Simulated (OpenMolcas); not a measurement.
An atom or ion with 6 electrons was computed by SS-RASPT2, IPEA 0.25 Eh, imaginary shift 0.1 Eh with spin-orbit coupling (OpenMolcas, ANO-RCC-VQZP, DKH2). The lowest levels that the run gave, each within 12 % of the measured value where one is at hand:

```json
{"J": "0", "Parity": "even", "E (eV)": "0.0000", "g": ""}
{"J": "1", "Parity": "even", "E (eV)": "0.0483", "g": "1.501"}
{"J": "2", "Parity": "even", "E (eV)": "0.1394", "g": "1.501"}
{"J": "2", "Parity": "even", "E (eV)": "3.808", "g": "1.000"}
{"J": "0", "Parity": "even", "E (eV)": "7.987", "g": ""}
{"J": "2", "Parity": "odd", "E (eV)": "10.848", "g": "2.002"}
{"J": "2", "Parity": "odd", "E (eV)": "21.813", "g": "1.167"}
{"J": "1", "Parity": "odd", "E (eV)": "21.813", "g": "0.499"}
{"J": "3", "Parity": "odd", "E (eV)": "21.815", "g": "1.334"}
{"J": "0", "Parity": "odd", "E (eV)": "25.859", "g": ""}
{"J": "1", "Parity": "odd", "E (eV)": "25.859", "g": "1.501"}
{"J": "2", "Parity": "odd", "E (eV)": "25.860", "g": "1.501"}
```

Question: Which ion is it, and what are the configurations and terms?

Answer: Ne4+ (Z = 10, charge +4; active space 4 electrons in 9 orbitals (RAS2 2s 2p; RAS3 3d, at most 2 electrons)). J, parity and g give the terms where levels are pure, and mixed ones are named by the computed weights; the size of the splittings, set against known spectra of the 6-electron sequence, gives the charge. In order, with the measured energies in eV (NIST levels in Podobedova, Fuhr, Reader and Wiese, J. Phys. Chem. Ref. Data 33, 525 (2004)): 2s² 2p² ³P₀, 2s² 2p² ³P₁ (0.0511), 2s² 2p² ³P₂ (0.1376), 2s² 2p² ¹D₂ (3.7557), 2s² 2p² ¹S₀ (7.9243), 2s 2p³ ⁵S°₂, 2s 2p³ ³D°₂ (21.8094), 2s 2p³ ³D°₁ (21.8122), 2s 2p³ ³D°₃ (21.8006), 2s 2p³ ³P°₀ (25.8126), 2s 2p³ ³P°₁, 2s 2p³ ³P°₂.

Active for correlation alone: 3d; no level in the range computed is led by a configuration that fills it, so any true level of that kind is missing. Computed and measured levels are paired by configuration, term and J; levels that our copy of the source lacks, or whose pairing is in doubt (as where it misses far off the trend of its configuration), stay unpaired and out of the deviations. Only configurations of the active space appear.

° marks odd parity.
